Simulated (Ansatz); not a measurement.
Pulling on the C2–H3 bond in CH6BeGe (SMILES [CH3][Be][GeH3]) (multiplicity 1 held, fragments rigid). Energies count from the point at 1.095 Å.
Geometry at that point (charge 0, multiplicity 1):
```xyz
9

Be    -0.18385     1.04917    -0.75459
C     -0.41926     2.39261    -1.72083
H     -1.22683     3.03090    -1.34595
H     -0.68259     2.11781    -2.74809
H      0.47838     3.01784    -1.77957
Ge     0.12640    -0.72133     0.51880
H      0.98120    -1.81784    -0.15781
H      0.84789    -0.39872     1.84778
H     -1.19191    -1.41964     0.92529
```

Restricted levels (R-, RO-) in cc, def2 and unpolarised 6-31G sets keep to the state of the molecule at rest. U- levels take the lowest unrestricted solution at each point, which mixes spins at long bonds. Active spaces are followed from a long bond inwards. Levels need not reach the same state.

Frozen-core correlation. Filled d and f shells under p-block atoms count as core.

Programs: Ansatz (a first-principles code). Each number belongs to the level named beside it.

Energies in kJ/mol.

```json
[
 {"R (Å)": "0.876", "R-MP2/cc-pVDZ": "137", "U-SCS-MP2/cc-pVDZ": "138", "U-CCSD(T)/cc-pVDZ": "139", "FIC-NEVPT4(SD) on CASSCF(2,2)/cc-pVDZ": "139", "FIC-MRCISD on CASSCF(2,2)/cc-pVDZ": "138", "FIC-MRCISD+Q on CASSCF(2,2)/cc-pVDZ": "139"},
 {"R (Å)": "0.986", "R-MP2/cc-pVDZ": "29", "U-SCS-MP2/cc-pVDZ": "30", "U-CCSD(T)/cc-pVDZ": "31", "FIC-NEVPT4(SD) on CASSCF(2,2)/cc-pVDZ": "31", "FIC-MRCISD on CASSCF(2,2)/cc-pVDZ": "31", "FIC-MRCISD+Q on CASSCF(2,2)/cc-pVDZ": "31"},
 {"R (Å)": "1.095", "R-MP2/cc-pVDZ": "0", "U-SCS-MP2/cc-pVDZ": "0", "U-CCSD(T)/cc-pVDZ": "0", "FIC-NEVPT4(SD) on CASSCF(2,2)/cc-pVDZ": "0", "FIC-MRCISD on CASSCF(2,2)/cc-pVDZ": "0", "FIC-MRCISD+Q on CASSCF(2,2)/cc-pVDZ": "0"},
 {"R (Å)": "1.205", "R-MP2/cc-pVDZ": "13", "U-SCS-MP2/cc-pVDZ": "12", "U-CCSD(T)/cc-pVDZ": "11", "FIC-NEVPT4(SD) on CASSCF(2,2)/cc-pVDZ": "11", "FIC-MRCISD on CASSCF(2,2)/cc-pVDZ": "11", "FIC-MRCISD+Q on CASSCF(2,2)/cc-pVDZ": "11"},
 {"R (Å)": "1.315", "R-MP2/cc-pVDZ": "49", "U-SCS-MP2/cc-pVDZ": "47", "U-CCSD(T)/cc-pVDZ": "44", "FIC-NEVPT4(SD) on CASSCF(2,2)/cc-pVDZ": "44", "FIC-MRCISD on CASSCF(2,2)/cc-pVDZ": "44", "FIC-MRCISD+Q on CASSCF(2,2)/cc-pVDZ": "45"},
 {"R (Å)": "1.479", "R-MP2/cc-pVDZ": "120", "U-SCS-MP2/cc-pVDZ": "117", "U-CCSD(T)/cc-pVDZ": "111", "FIC-NEVPT4(SD) on CASSCF(2,2)/cc-pVDZ": "110", "FIC-MRCISD on CASSCF(2,2)/cc-pVDZ": "110", "FIC-MRCISD+Q on CASSCF(2,2)/cc-pVDZ": "111"},
 {"R (Å)": "1.643", "R-MP2/cc-pVDZ": "197", "U-SCS-MP2/cc-pVDZ": "192", "U-CCSD(T)/cc-pVDZ": "181", "FIC-NEVPT4(SD) on CASSCF(2,2)/cc-pVDZ": "179", "FIC-MRCISD on CASSCF(2,2)/cc-pVDZ": "179", "FIC-MRCISD+Q on CASSCF(2,2)/cc-pVDZ": "180"},
 {"R (Å)": "1.917", "R-MP2/cc-pVDZ": "315", "U-SCS-MP2/cc-pVDZ": "350", "U-CCSD(T)/cc-pVDZ": "…", "FIC-NEVPT4(SD) on CASSCF(2,2)/cc-pVDZ": "279", "FIC-MRCISD on CASSCF(2,2)/cc-pVDZ": "277", "FIC-MRCISD+Q on CASSCF(2,2)/cc-pVDZ": "280"},
 {"R (Å)": "2.191", "R-MP2/cc-pVDZ": "412", "U-SCS-MP2/cc-pVDZ": "410", "U-CCSD(T)/cc-pVDZ": "…", "FIC-NEVPT4(SD) on CASSCF(2,2)/cc-pVDZ": "351", "FIC-MRCISD on CASSCF(2,2)/cc-pVDZ": "348", "FIC-MRCISD+Q on CASSCF(2,2)/cc-pVDZ": "352"},
 {"R (Å)": "2.520", "R-MP2/cc-pVDZ": "500", "U-SCS-MP2/cc-pVDZ": "436", "U-CCSD(T)/cc-pVDZ": "420", "FIC-NEVPT4(SD) on CASSCF(2,2)/cc-pVDZ": "402", "FIC-MRCISD on CASSCF(2,2)/cc-pVDZ": "399", "FIC-MRCISD+Q on CASSCF(2,2)/cc-pVDZ": "403"},
 {"R (Å)": "2.958", "R-MP2/cc-pVDZ": "574", "U-SCS-MP2/cc-pVDZ": "447", "U-CCSD(T)/cc-pVDZ": "443", "FIC-NEVPT4(SD) on CASSCF(2,2)/cc-pVDZ": "432", "FIC-MRCISD on CASSCF(2,2)/cc-pVDZ": "428", "FIC-MRCISD+Q on CASSCF(2,2)/cc-pVDZ": "433"},
 {"R (Å)": "3.506", "R-MP2/cc-pVDZ": "612", "U-SCS-MP2/cc-pVDZ": "450", "U-CCSD(T)/cc-pVDZ": "448", "FIC-NEVPT4(SD) on CASSCF(2,2)/cc-pVDZ": "444", "FIC-MRCISD on CASSCF(2,2)/cc-pVDZ": "439", "FIC-MRCISD+Q on CASSCF(2,2)/cc-pVDZ": "444"}
]
```

Problem. Complete the blanks.

Solution. 
- 2.191, U-CCSD(T)/cc-pVDZ: 364
- 1.917, U-CCSD(T)/cc-pVDZ: 285

Doubts at one or more of the structures used: a restricted determinant that unrestricted orbitals would lower (R-MP2/cc-pVDZ); a spin-contaminated determinant (U-SCS-MP2/cc-pVDZ, U-CCSD(T)/cc-pVDZ); T1 above 0.05 (U-CCSD(T)/cc-pVDZ).
